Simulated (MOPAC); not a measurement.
MOPAC input (PM6):

```
PM6 PRECISE GNORM=0.05 LET XYZ CHARGE=-1 GEO-OK AUX(PRECISION=9) THREADS=1
C2H3F2

C    -1.32242100 1   -0.11982500 1   -0.08214200 1
C     0.12245500 1    0.01674700 1   -0.55414100 1
F     0.78381300 1   -1.06184300 1    0.19671700 1
F     0.57909600 1    1.18200300 1    0.21929100 1
H    -1.40615300 1   -0.13857400 1    1.02222000 1
H    -1.74964700 1   -1.04420600 1   -0.48316500 1
H    -1.91058700 1    0.71980800 1   -0.46541900 1
```

Output:

```
 *******************************************************************************
 **                                                                           **
 **                              MOPAC v23.2.5                                **
 **                                                                           **
 *******************************************************************************
 ** MOPAC's Digital Object Identifier: https://doi.org/10.5281/zenodo.6511958 **
 **                                                                           **
 ** Please cite the open-source release paper for use of this MOPAC version:  **
 ** J. E. Moussa and J. J. P. Stewart (2026)                                  **
 ** MOPAC: An open-source semiempirical molecular orbital program             **
 ** J. Open Source Softw., 11(119), 8025, https://doi.org/10.21105/joss.08025 **
 *******************************************************************************

                              PM6 CALCULATION RESULTS

 *******************************************************************************
 *  PM6        - The PM6 Hamiltonian to be used
 *  GEO-OK     - OVERRIDE INTERATOMIC DISTANCE AND OTHER SAFETY CHECKS
 *
 *
 *
 *                 CHARGE ON SYSTEM = -1
 *
 *
 *
 *  LET        - OVERRIDE SOME SAFETY CHECKS
 *  PRECISE    - TIGHTER CRITERIA TO BE USED
 *  XYZ        - CARTESIAN COORDINATE SYSTEM TO BE USED
 *  GNORM      - EXIT WHEN GRADIENT NORM DROPS BELOW 0.050
 *  AUX        - OUTPUT AUXILIARY INFORMATION
 *******************************************************************************
PM6 PRECISE GNORM=0.05 LET XYZ CHARGE=-1 GEO-OK AUX(PRECISION=9) THREADS=1
 C2H3F2

   ATOM   CHEMICAL          X               Y               Z
  NUMBER   SYMBOL      (ANGSTROMS)     (ANGSTROMS)     (ANGSTROMS)

     1       C         -1.32242100  *  -0.11982500  *  -0.08214200  *
     2       C          0.12245500  *   0.01674700  *  -0.55414100  *
     3       F          0.78381300  *  -1.06184300  *   0.19671700  *
     4       F          0.57909600  *   1.18200300  *   0.21929100  *
     5       H         -1.40615300  *  -0.13857400  *   1.02222000  *
     6       H         -1.74964700  *  -1.04420600  *  -0.48316500  *
     7       H         -1.91058700  *   0.71980800  *  -0.46541900  *

          CARTESIAN COORDINATES

    NO.       ATOM           X           Y           Z

     1         C         -1.3224     -0.1198     -0.0821
     2         C          0.1225      0.0167     -0.5541
     3         F          0.7838     -1.0618      0.1967
     4         F          0.5791      1.1820      0.2193
     5         H         -1.4062     -0.1386      1.0222
     6         H         -1.7496     -1.0442     -0.4832
     7         H         -1.9106      0.7198     -0.4654

 General Reference for PM6:
 "Optimization of Parameters for Semiempirical Methods V: Modification of NDDO Approximations
 and Application to 70 Elements", J. J. P. Stewart, J. Mol. Mod., 13, 1173-1213 (2007)
 URL: https://link.springer.com/article/10.1007/s00894-007-0233-4

           Empirical Formula: C2 H3 F2  =     7 atoms

      MOLECULAR POINT GROUP   :   Cs

      RHF CALCULATION, NO. OF DOUBLY OCCUPIED LEVELS = 13

          Geometry optimization using EF

          DIAGONAL MATRIX USED AS START HESSIAN

 CYCLE:     1  GRAD.:    89.637 HEAT: -104.9470
 CYCLE:     2  GRAD.:   178.300 HEAT: -100.7499
 CYCLE:     3  GRAD.:    53.663 HEAT: -109.0049
 CYCLE:     4  GRAD.:   201.861 HEAT: -98.44510
 CYCLE:     5  GRAD.:    34.274 HEAT: -109.7872
 CYCLE:     6  GRAD.:    91.555 HEAT: -105.7250
 CYCLE:     7  GRAD.:     7.181 HEAT: -110.7046
 CYCLE:     8  GRAD.:    17.502 HEAT: -110.6416
 CYCLE:     9  GRAD.:     6.614 HEAT: -110.7410
 CYCLE:    10  GRAD.:     6.376 HEAT: -110.7342
 CYCLE:    11  GRAD.:     0.762 HEAT: -110.7785
 CYCLE:    12  GRAD.:     0.396 HEAT: -110.7796
 CYCLE:    13  GRAD.:     0.991 HEAT: -110.7796
 CYCLE:    14  GRAD.:     1.149 HEAT: -110.7792
 CYCLE:    15  GRAD.:     0.144 HEAT: -110.7800
 CYCLE:    16  GRAD.:     0.367 HEAT: -110.7800
 CYCLE:    17  GRAD.:     0.157 HEAT: -110.7800
 CYCLE:    18  GRAD.:     0.087 HEAT: -110.7800
 CYCLE:    19  GRAD.:     0.011 HEAT: -110.7800

     GRADIENT =  0.01117 IS LESS THAN CUTOFF =  0.05000

 -------------------------------------------------------------------------------
 PM6 PRECISE GNORM=0.05 LET XYZ CHARGE=-1 GEO-OK AUX(PRECISION=9) THREADS=1
 C2H3F2

     GEOMETRY OPTIMISED USING EIGENVECTOR FOLLOWING (EF).
     SCF FIELD WAS ACHIEVED

                              PM6 CALCULATION
                                                       MOPAC v23.2.5 Linux

          FINAL HEAT OF FORMATION =       -110.78002 KCAL/MOL =    -463.50359 KJ/MOL

          COSMO AREA              =         91.18 SQUARE ANGSTROMS
          COSMO VOLUME            =         74.33 CUBIC ANGSTROMS

          GRADIENT NORM           =          0.01117          =       0.00422 PER ATOM
          IONIZATION POTENTIAL    =          2.384108 EV
          HOMO LUMO ENERGIES (EV) =         -2.384 10.391
          NO. OF FILLED LEVELS    =         13
          MOLECULAR WEIGHT        =         65.0425         POINT GROUP:  Cs

          MOLECULAR DIMENSIONS (Angstroms)

            Atom       Atom       Distance
            H     6    F     4     3.29841
            H     7    F     3     3.13616
            H     5    C     2     1.87326

          SCF CALCULATIONS        =         20

   ATOM   CHEMICAL          X               Y               Z
  NUMBER   SYMBOL      (ANGSTROMS)     (ANGSTROMS)     (ANGSTROMS)

     1       C         -1.38210485  *  -0.12539272  *  -0.07026913  *
     2       C          0.12451376  *   0.01629413  *  -0.49100856  *
     3       F          0.81950434  *  -0.98524558  *   0.17501044  *
     4       F          0.62802174  *   1.11358242  *   0.19612869  *
     5       H         -1.54153659  *  -0.15073844  *   1.00366325  *
     6       H         -1.76634620  *  -1.04364241  *  -0.50592822  *
     7       H         -1.92695127  *   0.71669187  *  -0.48822066  *

                             CARTESIAN COORDINATES

   1    C       -1.382104851    -0.125392720    -0.070269133
   2    C        0.124513759     0.016294128    -0.491008560
   3    F        0.819504336    -0.985245584     0.175010440
   4    F        0.628021742     1.113582420     0.196128689
   5    H       -1.541536592    -0.150738444     1.003663246
   6    H       -1.766346197    -1.043642409    -0.505928225
   7    H       -1.926951272     0.716691867    -0.488220662

           Empirical Formula: C2 H3 F2  =     7 atoms

      MOLECULAR POINT GROUP   :   Cs

                  EIGENVALUES
 -32.96823 -32.75991 -19.76507 -13.80558 -10.32193  -9.82317  -9.73938  -8.78487
  -8.44113  -8.18269  -7.64363  -6.42471  -2.38411  10.39059  10.66658  10.88341
  11.27024  11.40704  12.25844

              NET ATOMIC CHARGES AND DIPOLE CONTRIBUTIONS

  ATOM NO.   TYPE          CHARGE      No. of ELECS.   s-Pop       p-Pop
    1          C          -0.669780        4.6698     1.10871     3.56107
    2          C           0.164956        3.8350     1.59540     2.23964
    3          F          -0.434324        7.4343     1.96969     5.46463
    4          F          -0.434336        7.4343     1.96970     5.46464
    5          H           0.119434        0.8806     0.88057
    6          H           0.127024        0.8730     0.87298
    7          H           0.127025        0.8730     0.87297
 DIPOLE           X         Y         Z       TOTAL
 POINT-CHG.    -1.087    -0.090    -0.944     1.443
 HYBRID        -0.824    -0.097     2.175     2.328
 SUM           -1.911    -0.187     1.231     2.280

          ATOMIC ORBITAL ELECTRON POPULATIONS

     Atom    s        px        py        pz
    1  C   1.10871   1.27961   1.14033   1.14113
    2  C   1.59540   0.66811   0.52244   1.04909
    3  F   1.96969   1.85443   1.72674   1.88346
    4  F   1.96970   1.91324   1.67474   1.87666
    5  H   0.88057
    6  H   0.87298
    7  H   0.87297

 **********************
 *                    *
 * JOB ENDED NORMALLY *
 *                    *
 **********************

 == MOPAC DONE ==
```

The dipole moment of an ion depends on the origin.

The geometry given is a B3LYP-D3(BJ)/def2-TZVP minimum.
